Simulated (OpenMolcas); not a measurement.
Co2+: ligand-field states by method

Co2+ with its 6 nearest fluoride ions at 2.151 Å, on the Cd site of idealised cubic KCdF3 (a = 4.302 Å, distance in the model lattice 2.151 Å). The rest of the host is ab initio model potentials to 7.6 Å, with orthogonalisation functions on the cations behind the ligands, and point charges beyond; the distance is set by hand and nothing relaxes. Ligand basis ANO-RCC-VDZP.
```
Co    0.0000    0.0000    0.0000
F     2.1510    0.0000    0.0000
F     0.0000    2.1510    0.0000
F    -2.1510    0.0000    0.0000
F     0.0000   -2.1510    0.0000
F     0.0000    0.0000    2.1510
F     0.0000    0.0000   -2.1510
```

* Program: OpenMolcas 26.06
* Basis: ANO-RCC-VTZP [6s5p3d2f1g]
* Scalar Hamiltonian: DKH2, point nucleus
* Active space: 7 electrons in 5 orbitals (3d)
* State averaging: 2S+1 = 4 even, 10 roots; 2S+1 = 2 even, 40 roots
* Spin-orbit coupling: RASSI with atomic mean-field integrals over the reference wave functions

I. CASSCF
II. SS-CASPT2, IPEA 0.25 Eh, imaginary shift 0.1 Eh (closed shells correlated: 3s 3p and the ligand valence shells)
III. SS-CASPT2, IPEA 0 Eh, imaginary shift 0.1 Eh (closed shells correlated: 3s 3p and the ligand valence shells)

Spin-free states (labels of O, the rotations of Oh) in cm-1, each column counted from its own energy of the first state listed:

```tsv
State	Degeneracy	I	II	III
4T1	3	0	0	0
4T2	3	4312	6040	6490
4A2	1	9491	12510	13000
2E	2	16894	13960	14790
2T1	3	20016	17030	16830
2T2	3	20022	17090	16830
4T1	3	21791	19260	19180
2A1	1	22563	20290	19640
2T1	3	25580	20390	19710
2T2	3	27334	24020	23270
2T1	3	27477	25400	25020
2E	2	29165	26980	26390
2E	2	31467	29270	28980
2T1	3	31596	30190	30030
2T2	3	31824	28960	28420
2T2	3	45692	38390	37600
2T1	3	45938	39320	38460
2A2	1	46741	40020	39230
2T2	3	70424	59740	58970
2E	2	70498	60490	60010
```

From I to II, I's first state of the same spin (4T2) moves from 4312 to 6040 cm-1, by about +1700 cm-1.

From I to II, I's first state of another spin (2E) moves from 16894 to 13960 cm-1, by about -2900 cm-1.

I: A least-squares ligand-field fit to the states below 45000 cm-1, each weighted by its degeneracy and with a free common offset, gives 10Dq = 4930 cm-1, B = 1220 cm-1 and C = 4488 cm-1 (C/B = 3.68), with an rms deviation of 87 cm-1. The same method and metal basis give the free ion B = 1229 cm-1 (fit to its terms below 60000 cm-1, rms deviation 20 cm-1), so the nephelauxetic ratio is β = 1220 / 1229 = 0.99; it hangs on how both fits weigh the states, and computed free-ion B values tend to be too large, so β mixes covalency with correlation.

χT at 300 K: I 3.76, II 3.64, III 3.62 cm3 K/mol.

Roots that are degenerate in the reference are averaged as groups; the widest CASPT2 spread within a group is 95 cm-1 (the 2-fold group of multiplicity 2 near 27000 cm-1 above the lowest state of its run, II). Shifts and gaps below about the spread of the groups concerned are not significant. Over all roots computed the reference weight is 0.72 to 0.74 in II, 0.72 to 0.73 in III; a low but even weight reflects the number of correlated electrons. An orbital triplet at a regular site is open to Jahn-Teller coupling, which can distort the site and quench the lowest spin-orbit gaps and is left out. Ligand-to-metal charge-transfer states are missing. Without dynamic correlation the repulsion within the d shell is too large (B by tens of per cent), so at a given field states of lower spin stand too high (holds for I). With no ligand orbital active B as a rule stays too high, so bands that hang on it stand too high and its fall with covalency is understated (holds for I). With metal d orbitals alone and no dynamic correlation 10Dq can be off by a tenth to a fifth, either way, in oxide and fluoride hosts (holds for I). A single d shell leaves out the double-shell effect, which counts most for late 3d ions, where the CASPT2 field can be off either way by tens of per cent (holds for II; III). These CASPT2 states fit no ligand-field parameters well, so their order and spin gaps are uncertain (holds for II; III). For late 3d ions with one d shell CASPT2 can put B and the spin-flip bands somewhat low as well as high (holds for II; III). With one d shell and no ligand orbital active, 10Dq can be off by tens of per cent for divalent 3d ions, low with halides held by bare charges and at times high in hosts (holds for II; III). Free-ion shares, where given, are those of the reference states; single-state CASPT2 does not remix them (holds for II; III). The distance lies 3 % over the 2.089 Å that this model takes as the normal distance (a Shannon-type radius plus a fixed donor radius, weighted with the host); by an R⁻⁵ law this alone changes a d-shell field by about -14 %. No measured value stands beside these numbers; the geometry was set by hand and not optimised.
